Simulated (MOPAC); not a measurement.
A run for MOPAC: PM3 on BFH2S2 (SMILES FB(S)S), a point of a torsion scan.

```
PM3 1SCF PRECISE CHARGE=0 THREADS=1
BFH2S2

F     -0.85677096 1    -1.84064596 1     0.22298226 1
B     -0.32267126 1    -0.65321485 1    -0.01421415 1
S      1.43799875 1    -0.56435384 1    -0.40580463 1
S     -1.38383181 1     0.79326025 1     0.06786898 1
H      1.66944507 1    -1.86728050 1    -0.32251499 1
H     -0.45384765 1     1.69450886 1    -0.22591998 1
```

It printed:

```
*******************************************************************************
 **                                                                           **
 **                              MOPAC v23.2.5                                **
 **                                                                           **
 *******************************************************************************
 ** MOPAC's Digital Object Identifier: https://doi.org/10.5281/zenodo.6511958 **
 **                                                                           **
 ** Please cite the open-source release paper for use of this MOPAC version:  **
 ** J. E. Moussa and J. J. P. Stewart (2026)                                  **
 ** MOPAC: An open-source semiempirical molecular orbital program             **
 ** J. Open Source Softw., 11(119), 8025, https://doi.org/10.21105/joss.08025 **
 *******************************************************************************

                              PM3 CALCULATION RESULTS

 *******************************************************************************
 *  PM3        - The PM3 Hamiltonian to be used
 *
 *
 *
 *                 CHARGE ON SYSTEM = 0
 *
 *
 *
 *  PRECISE    - TIGHTER CRITERIA TO BE USED
 *  1SCF       - DO 1 SCF AND THEN STOP
 *  THREADS=1  - MULTI-THREADING NOT USED
 *  T=         - A TIME OF 172800.0 SECONDS REQUESTED
 *  DUMP=N     - RESTART FILE WRITTEN EVERY 7200.0 SECONDS REQUESTED
 *******************************************************************************
PM3 1SCF PRECISE CHARGE=0 THREADS=1
 BFH2S2

   ATOM   CHEMICAL          X               Y               Z
  NUMBER   SYMBOL      (ANGSTROMS)     (ANGSTROMS)     (ANGSTROMS)

     1       F         -0.85677096  *  -1.84064596  *   0.22298226  *
     2       B         -0.32267126  *  -0.65321485  *  -0.01421415  *
     3       S          1.43799875  *  -0.56435384  *  -0.40580463  *
     4       S         -1.38383181  *   0.79326025  *   0.06786898  *
     5       H          1.66944507  *  -1.86728050  *  -0.32251499  *
     6       H         -0.45384765  *   1.69450886  *  -0.22591998  *



          CARTESIAN COORDINATES

    NO.       ATOM           X           Y           Z

     1         F         -0.8568     -1.8406      0.2230
     2         B         -0.3227     -0.6532     -0.0142
     3         S          1.4380     -0.5644     -0.4058
     4         S         -1.3838      0.7933      0.0679
     5         H          1.6694     -1.8673     -0.3225
     6         H         -0.4538      1.6945     -0.2259

  H: (PM3): J. J. P. STEWART, J. COMP. CHEM. 10, 209 (1989).
  B: (PM3): J. J. P. STEWART, J. MOL. MOD., 10, 155-164 (2004)
  F: (PM3): J. J. P. STEWART, J. COMP. CHEM. 10, 209 (1989).
  S: (PM3): J. J. P. STEWART, J. COMP. CHEM. 10, 209 (1989).

           Empirical Formula: H2 F B S2  =     6 atoms



      MOLECULAR POINT GROUP   :   Cs


      RHF CALCULATION, NO. OF DOUBLY OCCUPIED LEVELS = 12


 -------------------------------------------------------------------------------
 PM3 1SCF PRECISE CHARGE=0 THREADS=1
 BFH2S2



     1SCF WAS SPECIFIED, SO BFGS WAS NOT USED
     SCF FIELD WAS ACHIEVED


                              PM3 CALCULATION
                                                       MOPAC v23.2.5 Linux




          FINAL HEAT OF FORMATION =       -108.96350 KCAL/MOL =    -455.90328 KJ/MOL


          COSMO AREA              =        113.60 SQUARE ANGSTROMS
          COSMO VOLUME            =        101.35 CUBIC ANGSTROMS

          IONIZATION POTENTIAL    =          9.815827 EV
          HOMO LUMO ENERGIES (EV) =         -9.816 -0.333
          NO. OF FILLED LEVELS    =         12
          MOLECULAR WEIGHT        =         95.9442         POINT GROUP:  Cs

          MOLECULAR DIMENSIONS (Angstroms)

            Atom       Atom       Distance
            H     6    H     5     4.14778
            S     3    F     1     2.69843
            B     2    S     4     0.00031


          SCF CALCULATIONS        =          1





   ATOM   CHEMICAL          X               Y               Z
  NUMBER   SYMBOL      (ANGSTROMS)     (ANGSTROMS)     (ANGSTROMS)

     1       F         -0.85677096  *  -1.84064596  *   0.22298226  *
     2       B         -0.32267126  *  -0.65321485  *  -0.01421415  *
     3       S          1.43799875  *  -0.56435384  *  -0.40580463  *
     4       S         -1.38383181  *   0.79326025  *   0.06786898  *
     5       H          1.66944507  *  -1.86728050  *  -0.32251499  *
     6       H         -0.45384765  *   1.69450886  *  -0.22591998  *

                             CARTESIAN COORDINATES

   1    F       -0.856770960    -1.840645960     0.222982260
   2    B       -0.322671260    -0.653214850    -0.014214150
   3    S        1.437998750    -0.564353840    -0.405804630
   4    S       -1.383831810     0.793260250     0.067868980
   5    H        1.669445070    -1.867280500    -0.322514990
   6    H       -0.453847650     1.694508860    -0.225919980


           Empirical Formula: H2 F B S2  =     6 atoms



      MOLECULAR POINT GROUP   :   Cs


                  EIGENVALUES
 -30.53999 -27.31291 -25.38502 -19.17812 -18.57942 -18.41424 -16.42268 -14.60934
 -12.44184 -11.73990 -11.37335  -9.81583  -0.33331  -0.22089  -0.09585   0.87616
   0.94794   3.98674


              NET ATOMIC CHARGES AND DIPOLE CONTRIBUTIONS

  ATOM NO.   TYPE          CHARGE      No. of ELECS.   s-Pop       p-Pop
    1          F          -0.052700        7.0527     1.55474     5.49796
    2          B          -0.343620        3.3436     1.00482     2.33880
    3          S           0.120942        5.8791     1.86393     4.01513
    4          S           0.196144        5.8039     1.85630     3.94756
    5          H           0.040280        0.9597     0.95972
    6          H           0.038954        0.9610     0.96105
 DIPOLE           X         Y         Z       TOTAL
 POINT-CHG.     0.519     1.919    -0.309     2.012
 HYBRID         0.743    -1.696     0.013     1.852
 SUM            1.262     0.223    -0.296     1.315


          ATOMIC ORBITAL ELECTRON POPULATIONS

     Atom    s        px        py        pz
    1  F   1.55474   1.90373   1.72920   1.86504
    2  B   1.00482   0.89060   0.85079   0.59741
    3  S   1.86393   1.13989   1.12458   1.75065
    4  S   1.85630   1.18355   1.03532   1.72868
    5  H   0.95972
    6  H   0.96105

 **********************
 *                    *
 * JOB ENDED NORMALLY *
 *                    *
 **********************




 == MOPAC DONE ==
```

The run finished.

Cost: around 0.020 core-seconds (rough).
